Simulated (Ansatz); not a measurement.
Ansatz (a first-principles code) input (wB97M-V/aug-cc-pVQZ):

Ansatz 0.2 input:
```yaml
crystal:
  periodic: [false, false, false]
  atoms:
    - {symbol: O, position_ang: [0.00000000, 0.00000000, 0.00000000]}
basis:
  gaussian:
    orbitals: aug-cc-pVQZ
    final_grid: {core_spheres: 10, valence_spheres: 9, degree: 29}
hamiltonian:
  xc: {name: wB97M-V}
magnetization: {spin_polarized: true, initial_magnetization: 2}
scf: {lower_state_search: full}
```

Output:

```
Functional definition: wB97M-V
integrals: 0.01 GiB planned
210 factors; their error is unknown
integrals: 0.04 GiB planned
63 factors; integrals over basis functions are off by at most 1.3e-4 eV
mean field: 0.16 GiB planned
mean field evaluation 1: about -2042.9334 eV, gradient 6.4e0 eV
mean field evaluation 2: about -2043.0188 eV, gradient 1.6e0 eV
mean field evaluation 4: about -2043.0283 eV, gradient 6.8e-2 eV
mean field evaluation 8: about -2043.0247 eV, gradient 2.6e-3 eV
mean field evaluation 16: about -2042.5973 eV, gradient 1.1e1 eV
mean field evaluation 32: about -2041.8698 eV, gradient 2.6e1 eV
mean field -2043.02474566 eV, -75.0797745912 hartree, gradient 3.4e-5 eV, S^2 2.004388; 2 other end points of the search recorded, 0 dependent functions left out
reference -2043.02479065 eV, -75.0797762445 hartree; 5, 3 occupied and 75, 77 virtual orbitals, 210 factors
Total energy: -2043.02479065 eV, -75.0797762445 hartree
```
